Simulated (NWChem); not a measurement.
System meant: BHOI2; SMILES B(I)(O)I

Here is an NWChem input.

```
start job
memory heap 200 mb stack 900 mb global 1100 mb
geometry units angstroms noautoz
  B      0.843412     0.043647     0.000000
  I     -0.166636    -1.868657     0.000000
  I     -0.269633     1.875708     0.000000
  O      2.187972     0.125231     0.000000
  H      2.626098    -0.748520     0.000000
end
basis spherical
  * library def2-svp
end
ecp
  I library def2-ecp
end
dft
  xc pbe0
  iterations 4
  mulliken
end
task dft energy
```

End of the output:

```
    Atom       Charge   Shell Charges
 -----------   ------   -------------------------------------------------------
    1 B    5     5.46   1.96  0.58  0.31  1.35  0.95  0.30
    2 I   25    24.87   1.25  0.73  1.03  0.76  2.77  3.19  2.52  2.58  9.48  0.56
    3 I   25    24.84   1.25  0.73  1.03  0.76  2.77  3.19  2.52  2.55  9.48  0.56
    4 O    8     7.96   1.97  0.85  0.55  2.69  1.87  0.02
    5 H    1     0.87   0.54  0.16  0.17

 center of mass
 --------------
 x =  -0.07569521 y =   0.00638042 z =   0.00000000

 moments of inertia (a.u.)
 ------------------
        3181.842318890380          -0.000000000000           0.000000000000
          -0.000000000000         368.703467798210           0.000000000000
           0.000000000000           0.000000000000        3550.545786688589

     Multipole analysis of the density
     ---------------------------------

     L   x y z        total         alpha         beta         nuclear
     -   - - -        -----         -----         ----         -------
     0   0 0 0     -0.000000    -32.000000    -32.000000     64.000000

     1   1 0 0      0.488133    -11.838469    -11.838469     24.165071
     1   0 1 0     -0.527458     -0.115653     -0.115653     -0.296151
     1   0 0 1     -0.000000     -0.000000     -0.000000      0.000000

     2   2 0 0    -45.371940   -113.460982   -113.460982    181.550025
     2   1 1 0     -3.165202      0.352838      0.352838     -3.870878
     2   1 0 1     -0.000000     -0.000000     -0.000000      0.000000
     2   0 2 0    -46.929992   -337.895543   -337.895543    628.861094
     2   0 1 1      0.000000      0.000000      0.000000      0.000000
     2   0 0 2    -48.606722    -24.303361    -24.303361      0.000000

 ------------------------------------------------------------------------
 dft energy failed                                                                                  0
 ------------------------------------------------------------------------
 ------------------------------------------------------------------------
  current input line :
    21: task dft energy
 ------------------------------------------------------------------------
 ------------------------------------------------------------------------
 This type of error is most commonly associated with calculations not reaching convergence criteria
 ------------------------------------------------------------------------
 For more information see the NWChem manual at https://nwchemgit.github.io

0:dft energy failed:Received an Error in Communication
```

Question: Can this run be used? If not, why, and what is the fix?

Answer: The run did not converge; its last values are not results. Cause: the SCF was allowed too few iterations. This input runs:
```
start job
memory heap 200 mb stack 900 mb global 1100 mb
geometry units angstroms noautoz
  B      0.843412     0.043647     0.000000
  I     -0.166636    -1.868657     0.000000
  I     -0.269633     1.875708     0.000000
  O      2.187972     0.125231     0.000000
  H      2.626098    -0.748520     0.000000
end
basis spherical
  * library def2-svp
end
ecp
  I library def2-ecp
end
dft
  xc pbe0
  iterations 150
  mulliken
end
task dft energy
```
It converges to -696.02170 Ha (PBE0/def2-SVP with def2 effective core potentials on I).
